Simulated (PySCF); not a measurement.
C₆ coefficients of unlike pairs at UHF

Calculated with PySCF 2.14 from the dipole response of each species, C₆(A,B) = (3/π) ∫ α_A(iu) α_B(iu) du, in atomic units, from isotropic polarisabilities. For ions this is the dispersion term alone; charge-induced terms of lower order in 1/R come first.

| species | configuration | basis | relativity | α (bohr³) | C₆ (like pair) |
| --- | --- | --- | --- | --- | --- |
| Tc³⁺ | [Kr] 4d4 (5D) | aug-cc-pVTZ-PP with ECP28MDF (6s6p5d3f2g) | core potential | 5.092 | 22.87 |
| Ba²⁺ | [Xe] (1S) | def2-QZVPPD with the def2 core potential (46 electrons) (7s5p3d2f1g) | core potential | 10.41 | 73.73 |
| In⁺ | [Kr] 4d10 5s2 (1S) | aug-cc-pVQZ-DK3 (9s8p6d3f2g) | spin-free X2C | 29.44 | 206.1 |
| Cu | [Ar] 3d10 4s1 (2S) | aug-cc-pwCVTZ-DK with one added diffuse shell each of s, p, d, f, g type (11s10p8d5f4g) | spin-free X2C | 71.63 | 504.8 |

Estimate C₆ for Ba²⁺ with Tc³⁺.

The integral gives 40.47. The combination rule 2 C_A C_B / (C_A α_B/α_A + C_B α_A/α_B) gives 40.72 and the geometric mean 41.07.

No spin-orbit coupling is included.

The other pairs:

| pair | C₆ |
| --- | --- |
| Cu, Tc³⁺ | 73.45 |
| Cu, Ba²⁺ | 143.0 |
| Cu, In⁺ | 300.4 |
| In⁺, Tc³⁺ | 59.42 |
| In⁺, Ba²⁺ | 112.8 |
